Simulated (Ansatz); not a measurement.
Basis-set series for `[NH3+][Au-][Br]`. Total charge 0; spin multiplicity 1. Au: def2 effective core potential. Geometry: relaxed with PBE0-D4/def2-TZVP. It is one conformer, not always the lowest.

| functional | basis | functions | energy (Eh) | HOMO (eV) | LUMO (eV) |
| --- | --- | --- | --- | --- | --- |
| PBE0-D4 | def2-TZVPP | 177 | -2766.20036 | -6.62 | -0.98 |
| PBE0-D4 | def2-QZVPP | 324 | -2766.25814 | -6.65 | -1.20 |
| ωB97M-V | def2-TZVPP | 177 | -2766.30402 | -8.81 | 0.48 |
| ωB97M-V | def2-QZVPP | 324 | -2766.35978 | -8.84 | -0.07 |

Give the rows for def2-SVP. (Best estimate.)

Computed: 
| functional | basis | functions | energy (Eh) | HOMO (eV) | LUMO (eV) |
| --- | --- | --- | --- | --- | --- |
| PBE0-D4 | def2-SVP | 93 | -2765.80844 | -6.46 | -0.59 |
| ωB97M-V | def2-SVP | 93 | -2765.91083 | -8.62 | 1.06 |

Positive LUMOs are unbound and depend on the basis. Scalar relativity is left out up to krypton.
